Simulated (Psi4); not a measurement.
A dimer, C2H6O ··· COS (SMILES COC and O=C=S), singlet; the first 9 atoms form monomer A.

```
12

C      1.1726     0.0050     0.0049
O      0.0372    -0.7716    -0.3009
C     -1.1685    -0.0908    -0.0384
H      1.2012     0.9269    -0.5914
H      2.0512    -0.5952    -0.2266
H      1.1967     0.2799     1.0680
H     -1.2509     0.8258    -0.6378
H     -1.2536     0.1809     1.0223
H     -1.9860    -0.7610    -0.3000
O      1.6251    -2.2182    -2.3753
C      0.5149    -2.1718    -2.6923
S     -0.9860    -2.1091    -3.1209
```

What interaction energy does SAPT0/jun-cc-pVDZ, frozen core in Psi4 give, and which attractive term is the largest?

Total -10.73 kJ/mol: electrostatics -21.85, exchange 28.73, induction -4.12, dispersion -13.49. The most attractive term is electrostatics.
